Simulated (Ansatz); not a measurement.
Steps of a relaxation of `CC(C)(C)[CH2][Zr]([F])([F])[F]` with RKS PBE0-D4/def2-TZVP.

```sh
$ ansatz run in.yaml --threads 4 --pin off --events-out ev --progress --plain --max-ram 46080MiB --backend cuda --devices 0, --max-vram 37GiB
```

```yaml
crystal:
  periodic: [false, false, false]
  atoms:
    - {symbol: C, position_ang: [0.132660, -0.531570, -1.344240]}
    - {symbol: C, position_ang: [0.462320, -0.299630, 0.148720]}
    - {symbol: C, position_ang: [1.939880, -0.639530, 0.395780]}
    - {symbol: C, position_ang: [-0.424370, -1.207680, 1.018960]}
    - {symbol: C, position_ang: [0.150670, 1.165780, 0.495360]}
    - {symbol: Zr, position_ang: [-1.797540, 1.534780, -0.431440]}
    - {symbol: F, position_ang: [-1.300480, 2.156390, -2.119660]}
    - {symbol: F, position_ang: [-3.007820, 0.102570, -0.514340]}
    - {symbol: F, position_ang: [-2.414200, 2.808220, 0.777340]}
    - {symbol: H, position_ang: [0.461920, -1.523690, -1.655840]}
    - {symbol: H, position_ang: [0.648660, 0.211960, -1.961090]}
    - {symbol: H, position_ang: [-0.954260, -0.454720, -1.524240]}
    - {symbol: H, position_ang: [2.136670, -1.692020, 0.204190]}
    - {symbol: H, position_ang: [2.209700, -0.424040, 1.426960]}
    - {symbol: H, position_ang: [2.577960, -0.046670, -0.255550]}
    - {symbol: H, position_ang: [-0.098080, -1.165000, 2.057530]}
    - {symbol: H, position_ang: [-1.472940, -0.879830, 0.971120]}
    - {symbol: H, position_ang: [-0.359240, -2.242770, 0.687160]}
    - {symbol: H, position_ang: [0.914220, 1.820870, 0.033190]}
    - {symbol: H, position_ang: [0.194270, 1.306590, 1.590110]}
basis:
  gaussian: {orbitals: def2-TZVP}
hamiltonian: {xc: pbe0, dispersion: d4}
relax: {f_tol: 0.005, max_steps: 150}
```

Positions (Å) and forces (eV/Å) along the path, 7 of 11 steps:

```xyz
20
step=1 energy=-14794.0731 eV
C     0.133   -0.532   -1.344    0.287    0.279    0.540
C     0.462   -0.300    0.149    0.125   -0.249    0.013
C     1.940   -0.640    0.396   -0.503    0.161   -0.107
C    -0.424   -1.208    1.019    0.218    0.361   -0.279
C     0.151    1.166    0.495    0.596   -0.454    0.312
Zr   -1.798    1.535   -0.431    0.759    0.201    0.342
F    -1.300    2.156   -2.120    0.098    0.623   -1.061
F    -3.008    0.103   -0.514   -0.810   -0.891    0.011
F    -2.414    2.808    0.777   -0.613    0.966    0.581
H     0.462   -1.524   -1.656   -0.229   -0.069   -0.099
H     0.649    0.212   -1.961   -0.092   -0.106   -0.025
H    -0.954   -0.455   -1.524    0.252   -0.373   -0.266
H     2.137   -1.692    0.204    0.060   -0.221   -0.051
H     2.210   -0.424    1.427    0.052    0.041    0.158
H     2.578   -0.047   -0.256    0.143    0.090   -0.090
H    -0.098   -1.165    2.058   -0.035    0.043    0.120
H    -1.473   -0.880    0.971    0.134   -0.341    0.100
H    -0.359   -2.243    0.687   -0.115   -0.131   -0.025
H     0.914    1.821    0.033   -0.279   -0.033    0.136
H     0.194    1.307    1.590   -0.046    0.102   -0.311
20
step=2 energy=-14794.3057 eV
C     0.163   -0.573   -1.337   -0.050    0.117    0.221
C     0.475   -0.331    0.153   -0.136   -0.122   -0.127
C     1.951   -0.649    0.397   -0.187    0.091    0.012
C    -0.396   -1.245    1.024    0.059    0.146   -0.099
C     0.150    1.130    0.499   -0.176   -0.052   -0.092
Zr   -1.811    1.655   -0.420    0.064   -0.135    0.118
F    -1.387    2.314   -2.152   -0.035    0.112    0.000
F    -3.022    0.172   -0.487    0.082    0.144    0.030
F    -2.529    2.963    0.749   -0.029    0.119   -0.055
H     0.491   -1.563   -1.653    0.038   -0.075   -0.033
H     0.660    0.172   -1.965    0.022   -0.058   -0.018
H    -0.916   -0.547   -1.559    0.085   -0.028    0.029
H     2.160   -1.703    0.203    0.033   -0.055   -0.011
H     2.219   -0.429    1.432    0.050   -0.002    0.054
H     2.587   -0.047   -0.254    0.053    0.021   -0.021
H    -0.084   -1.181    2.068    0.012   -0.022    0.047
H    -1.456   -0.965    0.979    0.098   -0.100   -0.027
H    -0.322   -2.286    0.704    0.039   -0.081    0.012
H     0.882    1.813    0.035   -0.019   -0.034    0.045
H     0.184    1.301    1.584   -0.003    0.017   -0.086
20
step=4 energy=-14794.3694 eV
C     0.167   -0.654   -1.336   -0.032   -0.031   -0.008
C     0.457   -0.371    0.141   -0.004   -0.039   -0.012
C     1.945   -0.606    0.403   -0.006   -0.012   -0.012
C    -0.354   -1.326    1.014   -0.107   -0.109    0.008
C     0.080    1.085    0.470   -0.061   -0.038   -0.053
Zr   -1.831    1.794   -0.402   -0.014    0.021    0.041
F    -1.410    2.489   -2.122    0.011   -0.030   -0.007
F    -3.067    0.347   -0.446   -0.010    0.003   -0.012
F    -2.481    3.173    0.732    0.054   -0.019    0.006
H     0.511   -1.652   -1.622    0.020    0.016    0.012
H     0.666    0.070   -1.986    0.001   -0.003   -0.004
H    -0.909   -0.641   -1.557    0.020    0.029    0.019
H     2.212   -1.651    0.212    0.005    0.034    0.006
H     2.199   -0.376    1.441   -0.008    0.001   -0.003
H     2.564    0.023   -0.243   -0.016    0.004    0.009
H    -0.111   -1.178    2.072   -0.046   -0.030   -0.087
H    -1.437   -1.183    0.887    0.187   -0.015    0.013
H    -0.132   -2.372    0.758   -0.017    0.183    0.059
H     0.826    1.766    0.030    0.017    0.030   -0.004
H     0.107    1.262    1.552    0.003    0.003    0.029
20
step=5 energy=-14794.3721 eV
C     0.175   -0.673   -1.341    0.027   -0.031    0.035
C     0.458   -0.391    0.135   -0.008    0.145    0.034
C     1.948   -0.590    0.405    0.011    0.002   -0.009
C    -0.342   -1.347    1.014    0.054    0.009   -0.047
C     0.054    1.057    0.459    0.010    0.000    0.034
Zr   -1.848    1.811   -0.396    0.029    0.012   -0.024
F    -1.409    2.475   -2.124   -0.009   -0.030    0.032
F    -3.165    0.433   -0.445    0.076   -0.008    0.014
F    -2.408    3.218    0.747    0.023    0.008    0.014
H     0.517   -1.670   -1.625    0.003   -0.039   -0.023
H     0.680    0.050   -1.989   -0.012   -0.003    0.015
H    -0.899   -0.644   -1.559   -0.048   -0.011   -0.033
H     2.249   -1.624    0.210    0.005   -0.007   -0.002
H     2.188   -0.358    1.446    0.000   -0.001   -0.004
H     2.549    0.063   -0.233    0.012   -0.001    0.006
H    -0.124   -1.177    2.072   -0.003    0.009   -0.012
H    -1.416   -1.224    0.864   -0.100   -0.015   -0.008
H    -0.090   -2.384    0.782   -0.003   -0.073    0.002
H     0.802    1.749    0.031   -0.048    0.011   -0.001
H     0.081    1.228    1.545   -0.020    0.024   -0.023
20
step=7 energy=-14794.3775 eV
C     0.176   -0.672   -1.342   -0.008    0.007   -0.013
C     0.454   -0.383    0.134   -0.003    0.004    0.001
C     1.943   -0.583    0.408    0.013   -0.011    0.000
C    -0.349   -1.350    1.000   -0.007   -0.007    0.006
C     0.050    1.063    0.462    0.019    0.012   -0.008
Zr   -1.842    1.816   -0.391   -0.006   -0.019   -0.004
F    -1.411    2.437   -2.137   -0.011   -0.010    0.014
F    -3.129    0.411   -0.389    0.015    0.019    0.001
F    -2.368    3.243    0.748   -0.001    0.005   -0.004
H     0.521   -1.671   -1.623    0.005    0.003    0.010
H     0.680    0.049   -1.992   -0.003    0.000   -0.001
H    -0.899   -0.649   -1.566    0.004   -0.001   -0.005
H     2.245   -1.616    0.207   -0.001    0.004    0.001
H     2.180   -0.360    1.452   -0.003    0.000    0.000
H     2.549    0.073   -0.222   -0.004    0.001    0.002
H    -0.148   -1.179    2.061   -0.007   -0.002   -0.007
H    -1.425   -1.240    0.837    0.004   -0.004    0.000
H    -0.085   -2.387    0.772    0.000    0.010    0.001
H     0.789    1.761    0.033   -0.005   -0.007    0.006
H     0.069    1.238    1.547    0.000   -0.005   -0.002
20
step=9 energy=-14794.3784 eV
C     0.190   -0.662   -1.350    0.005   -0.011    0.006
C     0.455   -0.382    0.130   -0.006    0.007    0.000
C     1.942   -0.587    0.417   -0.001    0.004   -0.003
C    -0.357   -1.352    0.984    0.002    0.001   -0.003
C     0.053    1.064    0.463    0.003    0.010    0.004
Zr   -1.847    1.813   -0.377   -0.016   -0.006    0.002
F    -1.460    2.368   -2.155    0.001   -0.003    0.013
F    -3.142    0.419   -0.301    0.008    0.012   -0.001
F    -2.338    3.284    0.722    0.007   -0.011   -0.008
H     0.545   -1.657   -1.631   -0.003   -0.001   -0.003
H     0.694    0.066   -1.991   -0.001    0.000    0.001
H    -0.883   -0.644   -1.583    0.001    0.004   -0.002
H     2.245   -1.618    0.211   -0.001   -0.002    0.000
H     2.169   -0.371    1.464    0.000    0.000    0.000
H     2.554    0.075   -0.203    0.003   -0.001    0.002
H    -0.173   -1.181    2.049    0.002    0.002    0.002
H    -1.431   -1.247    0.805   -0.006    0.001   -0.002
H    -0.085   -2.386    0.760    0.003   -0.010   -0.002
H     0.793    1.763    0.036    0.002    0.000   -0.001
H     0.075    1.234    1.548   -0.004    0.004   -0.003
20
step=11 energy=-14794.3785 eV
C     0.192   -0.662   -1.350   -0.001    0.000    0.001
C     0.456   -0.381    0.130    0.000    0.002    0.001
C     1.942   -0.587    0.418   -0.001    0.000    0.001
C    -0.358   -1.351    0.983    0.002   -0.002   -0.001
C     0.054    1.065    0.461   -0.001    0.000   -0.001
Zr   -1.849    1.810   -0.374    0.000    0.000    0.000
F    -1.464    2.365   -2.152    0.000    0.000    0.000
F    -3.144    0.416   -0.295    0.000    0.000    0.000
F    -2.336    3.282    0.724    0.000    0.000    0.000
H     0.540   -1.659   -1.630    0.000    0.000    0.000
H     0.701    0.063   -1.992    0.000   -0.001    0.000
H    -0.880   -0.637   -1.586    0.000    0.000   -0.001
H     2.244   -1.618    0.211    0.000    0.000    0.000
H     2.167   -0.373    1.466    0.000    0.000    0.000
H     2.556    0.075   -0.199    0.000    0.000    0.000
H    -0.176   -1.179    2.047    0.000    0.000    0.000
H    -1.432   -1.247    0.801    0.000    0.000    0.000
H    -0.084   -2.385    0.760    0.000    0.000    0.001
H     0.794    1.763    0.031    0.000    0.001   -0.001
H     0.077    1.238    1.546    0.000    0.000   -0.001
```

Hardware: 4 threads of an AMD EPYC 7R13 on a shared host and a share of an NVIDIA H100 80 GB. Wall time 43 s, peak host memory 1.1 GiB.
